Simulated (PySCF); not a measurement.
Species: W(CH)(OH)3, CH4O3W (singlet state).
Geometry (PBE0-D3(BJ)/def2-SVP, Å), atoms numbered from 1 in this order:
```
atom  x, y, z in Å
W1    -0.008    0.000   -0.374
C2     0.029    0.002    1.371
H3     0.050    0.004    2.463
O4     1.756    0.418   -0.924
H5     2.488    0.593   -0.325
O6    -1.271    1.327   -0.857
H7    -1.766    1.864   -0.231
O8    -0.540   -1.749   -0.872
H9    -0.737   -2.458   -0.252
```

Level of theory: TDDFT wB97X-D/def2-SVPD, vertical, gas phase, core orbitals frozen in the response, def2 core potentials past Kr (PySCF). Spin–orbit coupling is left out.

Ground-to-excited transition dipoles (e·a0, same axes as the geometry; the sign carries no meaning), for the states with f of 0.002 or more among the lowest 6:

```tsv
state	E (eV)	μx	μy	μz
S4	5.026	-0.006	-0.002	-0.436
S5	5.603	-0.294	0.443	0.001
S6	5.606	0.444	0.294	-0.007
```

Question: What oscillator strength does each state have?

Answer: f = (2/3) ΔE |μ|² with ΔE in hartree (27.2114 eV).

```json
{"state": "S4", "|μ|² (au)": "0.190", "|μ| (D)": "1.11", "f": "0.023"}
{"state": "S5", "|μ|² (au)": "0.282", "|μ| (D)": "1.35", "f": "0.039"}
{"state": "S6", "|μ|² (au)": "0.283", "|μ| (D)": "1.35", "f": "0.039"}
```

Question: What is the point group, and which symmetry does each of these states have?

Answer: C3v. Polarised along the main axis, so A1: S4. Polarised across the main axis, so E: S5 and S6.

Question: Which bond between heavy atoms lies closest to the direction of the S4 transition dipole?

Answer: W1–C2, at 0° from it; next W1–O4, W1–O8 and W1–O6 at 74°.

Question: How is the summed strength of these states shared among x, y and z?

Answer: (2/3) Σ ΔE μα² gives 0.039 for x, 0.039 for y and 0.023 for z, 0.101 in all.

Question: What peak molar absorption coefficient would the strongest computed level give as a lone Gaussian band 0.4 eV wide at half height?

Answer: ε(max) = 2.175×10⁸ f / FWHM, with the width in cm⁻¹. S5/S6 (f summed): 2.175×10⁸ × 0.0776 / 3226 ≈ 5200 L mol⁻¹ cm⁻¹.

S5/S6 coincide within about 0.01 eV; within a degenerate level the directions of the single components are arbitrary.

All these states lie below the vertical ionisation energy of 9.22 eV (ΔSCF).
